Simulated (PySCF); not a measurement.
Members of one series of related molecules.

All values: PBE0/pcSseg-1 (PySCF) at GFN2-xTB geometries, gas phase, one conformer each.

(1) Rank by HOMO energy, lowest first.
A. `FC/C(Cl)=C1\C=CCO1`
B. `FC/C=C1\C=CCO1`
C. `FC/C(F)=C1/CC=CCO1`
D. `FC/C(F)=C1/C=CCO[SiH2]1`

(2) Rank by the highest IAO charge on any atom, highest value first.
A. `FC/C(F)=C1/C=CCO[SiH2]1`
B. `C1O/C(=C(/CF)F)C=C1F`
C. `FC/C(Cl)=C1\C=CCO1`
D. `FC/C(F)=C1/C=CCO1`

(3) Rank by LUMO energy, highest first.
A. `FC/C=C1\C=CCO1`
B. `FC/C(F)=C1/CC=CCO1`
C. `FC/C(F)=C1/C=CCO[SiH2]1`
D. `FC/C(F)=C1/C=CCO1`
E. `FC/C(F)=C1\C=C(F)CO1`

Answers

(1) D (-6.67 eV), C (-6.31 eV), A (-6.15 eV), B (-5.96 eV).

(2) A (+1.021 e), B (+0.285 e), C (+0.199 e), D (+0.182 e).

(3) B (-0.26 eV), A (-0.65 eV), E (-0.84 eV), C (-0.97 eV), D (-1.11 eV).

All values together:

| SMILES | change | formula | μ (D) | HOMO (eV) | LUMO (eV) | lowest IAO charge (e) | highest IAO charge (e) | lowest Hirshfeld charge (e) | highest Hirshfeld charge (e) |
| --- | --- | --- | --- | --- | --- | --- | --- | --- | --- |
| FC/C(F)=C1/C=CCO1 | parent | C6H6F2O | 3.85 | -6.21 | -1.11 | -0.337 (O) | +0.182 (C/H) | -0.139 (F) | +0.066 (H) |
| FC/C=C1\C=CCO1 | terminal F group replaced by H | C6H7FO | 1.08 | -5.96 | -0.65 | -0.346 (O) | +0.196 (C) | -0.120 (O) | +0.060 (H) |
| FC/C(Cl)=C1\C=CCO1 | F replaced by Cl | C6H6ClFO | 3.29 | -6.15 | -1.15 | -0.332 (F) | +0.199 (C) | -0.121 (F) | +0.065 (H) |
| FC/C(F)=C1\C=C(F)CO1 | H on C replaced by F | C6H5F3O | 1.59 | -6.20 | -0.84 | -0.328 (F/O) | +0.285 (C) | -0.113 (F/O) | +0.092 (C) |
| FC/C(F)=C1/CC=CCO1 | CH2 inserted into a C-C bond | C7H8F2O | 3.80 | -6.31 | -0.26 | -0.332 (F/O) | +0.177 (C/H) | -0.140 (F) | +0.059 (C/H) |
| FC/C(F)=C1/C=CCO[SiH2]1 | SiH2 inserted into a O-C bond | C6H8F2OSi | 1.16 | -6.67 | -0.97 | -0.646 (O) | +1.021 (Si) | -0.229 (O) | +0.374 (Si) |

Conformers: `[F:1][CH2:2]/[C:3]([F:4])=[C:5]1/[CH:6]=[CH:7][CH2:8][O:9]1` with F1–C2–C3–F4 -93°; `[F:1][CH2:2]/[CH:3]=[C:4]1\[CH:5]=[CH:6][CH2:7][O:8]1` with F1–C2–C3–C4 0°; `[F:1][CH2:2]/[C:3]([Cl:4])=[C:5]1\[CH:6]=[CH:7][CH2:8][O:9]1` with F1–C2–C3–Cl4 128°; `[F:1][CH2:2]/[C:3]([F:4])=[C:5]1\[CH:6]=[C:7]([F:8])[CH2:9][O:10]1` with F1–C2–C3–F4 -135°; `[F:1][CH2:2]/[C:3]([F:4])=[C:5]1/[CH2:6][CH:7]=[CH:8][CH2:9][O:10]1` with F1–C2–C3–F4 94°, C3–C5–C6–C7 -142°, C5–C6–C7–C8 -38°, C7–C8–C9–O10 41°, C8–C9–O10–C5 -42°; `[F:1][CH2:2]/[C:3]([F:4])=[C:5]1/[CH:6]=[CH:7][CH2:8][O:9][SiH2:10]1` with F1–C2–C3–F4 162°, C3–C5–C6–C7 177°, C6–C7–C8–O9 -10°, C7–C8–O9–Si10 30°, C8–O9–Si10–C5 -31°.

Give the shifts from the parent, `FC/C(F)=C1/C=CCO1`.

| SMILES | change in μ (D) | change in HOMO (eV) | change in LUMO (eV) |
| --- | --- | --- | --- |
| FC/C=C1\C=CCO1 | -2.77 | +0.25 | +0.46 |
| FC/C(Cl)=C1\C=CCO1 | -0.56 | +0.06 | -0.04 |
| FC/C(F)=C1\C=C(F)CO1 | -2.26 | +0.01 | +0.27 |
| FC/C(F)=C1/CC=CCO1 | -0.05 | -0.10 | +0.85 |
| FC/C(F)=C1/C=CCO[SiH2]1 | -2.69 | -0.46 | +0.14 |
